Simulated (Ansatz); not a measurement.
Gas-phase electronic energies from Ansatz, PBE0-D4/def2-TZVP geometries. CCSD(T)/CBS is the MP2 limit (def2-TZVPP, def2-QZVPP) plus CCSD(T) − MP2 in def2-TZVPP, frozen cores. Functionals use def2-TZVPP. B3LYP here is the variant with VWN-RPA as its local correlation; programs differ in this. HSE06 is defined as in plane-wave codes. Each species was taken in one conformer, which may not be the lowest.

Consider the isomerisation: `CB(F)F` → `FBCF`.

```tsv
level	ΔE (eV)	difference from CCSD(T)/CBS
LDA (SPW92)	2.81	-0.02
PBE-D4	2.71	-0.12
revPBE-D4	2.68	-0.15
r2SCAN-D4	2.83	0.00
B97M-V	2.88	0.05
PBE0-D4	2.78	-0.05
B3LYP-D4	2.74	-0.09
r2SCANh-D4	2.85	0.02
r2SCAN0-D4	2.87	0.04
HSE06-D4	2.78	-0.05
BHLYP-D4	2.80	-0.03
CAM-B3LYP-D4	2.77	-0.06
ωB97X-V	2.73	-0.10
ωB97M-V	2.79	-0.04
B2PLYP	2.81	-0.02
PBE-QIDH	2.86	0.03
PBE	2.71	-0.12
revPBE	2.67	-0.16
BLYP	2.68	-0.15
r2SCAN	2.83	0.00
PBE0	2.77	-0.06
B3LYP	2.74	-0.09
r2SCANh	2.85	0.02
r2SCAN0	2.87	0.04
HSE06	2.77	-0.06
BHLYP	2.80	-0.03
CAM-B3LYP	2.77	-0.06
LC-ωPBE	2.79	-0.04
MP2/def2-SVP	2.99	0.16
CCSD/def2-SVP	2.88	0.05
CCSD(T)/def2-SVP	2.89	0.06
HF/def2-TZVPP	2.79	-0.04
MP2/def2-TZVPP	2.92	0.09
SCS-MP2/def2-TZVPP	2.83	0.00
CCSD/def2-TZVPP	2.83	0.00
HF/def2-QZVPP	2.79	-0.04
MP2/def2-QZVPP	2.91	0.08
SCS-MP2/def2-QZVPP	2.83	0.00
MP2/CBS(def2)	2.91	0.08
CCSD/CBS(def2)	2.83	0.00
CCSD(T)/CBS	2.83	0
```

Largest T1 diagnostic among the species: 0.012.

At CCSD(T), def2-SVP lies +0.06 eV from the extrapolated value and def2-TZVPP +0.01 eV. From r2SCAN to r2SCAN0 (25 % exact exchange), in def2-TZVPP and without D4, ΔE moves by +0.04 eV.
